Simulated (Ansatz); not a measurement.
CH2GeN2, SMILES `[C-]#[N+][Ge][NH2]` (excited triplet) (charge 0, multiplicity 3). This triplet is an excited state, 2.59 eV above the relaxed singlet at the level frozen-core CCSD(T)/cc-pVTZ // PBE0-D3(BJ)/def2-TZVP (Ansatz, a program for electronic structure).

Level of theory: BLYP/cc-pVTZ // PBE0-D3(BJ)/def2-TZVP in Ansatz.

Ansatz 0.2 input:
```yaml
crystal:
  periodic: [false, false, false]
  atoms:
    - { symbol: C, position_ang: [2.865228, -0.3633, 0.373058] }
    - { symbol: N, position_ang: [1.778724, 0.051317, 0.200179] }
    - { symbol: Ge, position_ang: [0.18962, 0.936247, -0.059152] }
    - { symbol: N, position_ang: [-1.226083, -0.252424, -0.244031] }
    - { symbol: H, position_ang: [-1.926339, -0.166911, 0.484223] }
    - { symbol: H, position_ang: [-1.681152, -0.204929, -1.148839] }
basis:
  gaussian: { orbitals: cc-pVTZ }
hamiltonian:
  xc: blyp
magnetization:
  spin_polarized: true
  initial_magnetization: 2
```

Output:

```
Functional definition: BLYP
991 factors; their error is unknown
mean field evaluation 1: about -60544.7337 eV, gradient 7.3e1 eV
mean field evaluation 2: about -60364.5207 eV, gradient 1.8e2 eV
mean field evaluation 4: about -60543.7274 eV, gradient 5.7e1 eV
mean field evaluation 8: about -60568.1131 eV, gradient 9.9e-1 eV
mean field evaluation 16: about -60568.0995 eV, gradient 2.4e-3 eV
mean field -60568.09946439 eV, -2225.8366007838 hartree, gradient 6.5e-5 eV, S^2 2.003751; 1 other end points of the search recorded, 0 dependent functions left out
reference -60568.09978845 eV, -2225.8366126931 hartree; 28, 26 occupied and 133, 135 virtual orbitals, 991 factors
Total energy: -60568.09978845 eV, -2225.8366126931 hartree
```
